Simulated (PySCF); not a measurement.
## HCoO: fields on a plane

These are results of UPBE0/[Co def2-TZVP, O def2-TZVP, H def2-TZVP], no relativity, density fitting, PySCF, not measurements.

The quintet minimum has Co–H 1.596 Å, Co–O 1.628 Å; H–Co–O 157.7°.

The plane holds Co1 at (0.00, 0.00), O2 at (1.63, 0.00), H3 at (-1.48, 0.61) Å. Columns run from x = -3.45 to 4.05 Å, rows from y = 2.85 (top) to -1.95 Å, in steps of 0.3 Å. Other isomers or separated fragments may lie lower.

Give the lowest empty orbital (Å^-3/2) at -3.80 eV (cut at ±0.3; overall sign arbitrary). Lower edges of the bins (Å^-3/2): '0' -0.300, '1' -0.240, '2' -0.180, '3' -0.120, '4' -0.060, '5' 0.000, '6' 0.060, '7' 0.120, '8' 0.180, '9' 0.240; top 0.30.


```
44444444444444444444444444
44444444444444444444444444
44444444444444444444444444
44444444444333444444555444
44444444443333344455555554
44455554443222334555555555
44555555543211234556555555
44555566654100235676655555
44555566789202435998665555
44555556799949732999765555
44445555699399920198665555
44444444442049620256655555
44444444320003322345555555
44444443321001223344555554
44444443322112233344445544
44444444332222333444444444
44444444433333334444444444
```

Give the electron localisation function (set to 0 where the density is under 0.005 e/Å³). Every second row and column.


```
0.00 0.00 0.00 0.00 0.00 0.00 0.00 0.00 0.00 0.00 0.00 0.00 0.00
0.00 0.00 0.00 0.76 0.69 0.20 0.00 0.00 0.00 0.00 0.00 0.00 0.00
0.00 0.00 0.99 1.00 0.96 0.39 0.07 0.08 0.13 0.14 0.00 0.00 0.00
0.00 0.96 1.00 1.00 0.99 0.19 0.07 0.15 0.56 0.61 0.41 0.09 0.00
0.00 0.98 1.00 1.00 0.91 0.43 0.67 0.19 0.83 0.89 0.77 0.25 0.00
0.00 0.90 1.00 0.99 0.28 0.74 0.17 0.17 0.52 0.72 0.81 0.27 0.00
0.00 0.00 0.91 0.77 0.22 0.17 0.21 0.17 0.79 0.79 0.56 0.13 0.00
0.00 0.00 0.00 0.37 0.21 0.10 0.08 0.17 0.35 0.32 0.15 0.00 0.00
0.00 0.00 0.00 0.00 0.00 0.00 0.05 0.06 0.06 0.00 0.00 0.00 0.00
```

With open d or f shells other occupations or spin states may lie lower.
